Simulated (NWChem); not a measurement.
Species: AlI₃; SMILES [I][Al]([I])[I]

```xyz
4

Al     0.0000     0.0000     0.0000
I     -1.7296     1.7426     0.0000
I      2.3740     0.6266     0.0000
I     -0.6443    -2.3692     0.0000
```
Atoms are numbered in this order, from 1.

Level: PBE0/def2-SVP with def2 effective core potentials on I (NWChem), optimised geometry, unscaled harmonic frequencies. def2 effective core potentials on I; no spin-orbit coupling.

| frequency (cm⁻¹) | IR intensity (km/mol) |
|---|---|
| 65 | 0.8 |
| 65 | 0.8 |
| 145 | 8.0 |
| 163 | 0.0 |
| 438 | 136.9 |
| 438 | 136.9 |

The zero-point energy is 1.9 kcal/mol, the thermal correction to the enthalpy at 298.15 K (with zero-point energy) comes out as 6.4 kcal/mol and the heat capacity Cv is 16.5 cal/(mol K). The entropy at 298.15 K and 1 atm (symmetry number 6) comes out as 89.1 cal/(mol K).

Rigid rotor and harmonic oscillator; modes under 100 cm⁻¹ make the entropy uncertain.
